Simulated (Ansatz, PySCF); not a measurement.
Energy difference R1 → P1, each structure at its B3LYP-D3(BJ)/def2-TZVP stationary point, reached from a drawn start; harmonic modes at that level show minima.
P1, HNSi (SMILES N#[SiH]) (charge 0, multiplicity 1):
```xyz
3

H      0.0000     0.0000    -1.5086
Si     0.0000     0.0000    -0.0257
N      0.0000     0.0000     1.5343
```
R1, HNSi (SMILES [NH+]#[Si-]) (charge 0, multiplicity 1):
```xyz
3

H      0.0000     0.0000    -1.1832
N      0.0000     0.0000    -0.1831
Si     0.0000     0.0000     1.3664
```

P less R. No zero-point or thermal terms.

Correlated levels freeze the cores.

Programs: Ansatz (Gaussian orbitals); PySCF for M06-2X and the D3/D4 terms. Each number belongs to the level named beside it.

```json
[
 {"level": "HF/cc-pV(Q+d)Z", "reaction energy (kcal/mol)": "89.43"},
 {"level": "PBE-D4/def2-TZVPP", "reaction energy (kcal/mol)": "66.30"},
 {"level": "BLYP/def2-TZVPP", "reaction energy (kcal/mol)": "65.91"},
 {"level": "BLYP-D4/def2-TZVPP", "reaction energy (kcal/mol)": "66.01"},
 {"level": "BHLYP-D3(BJ)/def2-TZVPP", "reaction energy (kcal/mol)": "81.16"},
 {"level": "M06-2X/def2-TZVPP", "reaction energy (kcal/mol)": "79.16"},
 {"level": "CAM-B3LYP-D4/def2-TZVPP", "reaction energy (kcal/mol)": "(withheld)"},
 {"level": "MP2/cc-pV(T+d)Z", "reaction energy (kcal/mol)": "(withheld)"},
 {"level": "SCS-MP2/cc-pV(D+d)Z", "reaction energy (kcal/mol)": "(withheld)"}
]
```

Some entries are withheld; supply them.


- CAM-B3LYP-D4/def2-TZVPP, reaction energy (kcal/mol): 77.87
- MP2/cc-pV(T+d)Z, reaction energy (kcal/mol): 62.25
- SCS-MP2/cc-pV(D+d)Z, reaction energy (kcal/mol): 60.63

Ansatz is an electronic-structure program.
